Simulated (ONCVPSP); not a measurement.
# Potentials for Cr (Z = 24) compared

Generated with ld1.x 7.5 (TM, RRKJ, ultrasoft, PAW), atompaw 4.2 or ONCVPSP 4.0.1. The cutoff is in Ry: for ld1.x and atompaw files where the sum of valence levels is converged to 10 mRy in a Bessel basis, for ONCV files where the hardest occupied wave has 1 mHa per electron of residual kinetic energy. The error is the largest all-electron minus pseudo excitation energy over each file’s own four to seven test configurations (ionisations up to +4, promotions, holes and added fractions of an electron), all of which were solved. The labels leave out finer settings (local radius, basis sizes, second energies), which also bear on the numbers. Spin-polarised tests are not counted. The rows are a selection from randomly drawn settings: files with unsolved tests, undetermined cutoffs or missed reference levels are left out.

| potential | cutoff (Ry) | largest error (meV) | bound ghosts |
| --- | --- | --- | --- |
| ONCV, PBE, scalar-relativistic, rc 1.15/1.85/2.20 (spd), local smoothed, core correction yes, reference 3s2 3p6 3d5 4p1, qcut 12.7/9.5/5.9, projectors 1/2/1 | 96 | -509 | none |
| ONCV, PW91, scalar-relativistic, rc 1.20/1.85/2.20 (spd), local smoothed, core correction yes, reference 3s2 3p6 3d5 4p1, qcut 9/7.7/6.1, projectors 2/2/2 | 65 | -596 | none |

Question: Fill in the row for Cr: ONCV, revPBE, fully relativistic, rc 1.35/1.45/1.40 (spd), local smoothed, core correction yes, reference 3s2 3p6 3d4.5, qcut 7.9/11.1/12.4, projectors 1/2/2.

Answer: cutoff 104 Ry, largest error +316 meV, bound ghosts: none.

Question: Fill in the row for Cr: ONCV, PBE, fully relativistic, rc 1.65/1.25/1.85 (spd), local smoothed, core correction yes, reference 3s2 3p6 3d4 4s2, qcut 8.6/11.7/7.7, projectors 2/3/1.

Answer: cutoff 51 Ry, largest error +58 meV, bound ghosts: none.

Question: Fill in the row for Cr: ONCV, PBE, fully relativistic, rc 1.35/0.85/1.75 (spd), local smoothed, core correction yes, reference 3s2 3p6 3d5, qcut 11.3/8.3/8.7, projectors 1/2/2.

Answer: cutoff 82 Ry, largest error +982 meV, bound ghosts: none.
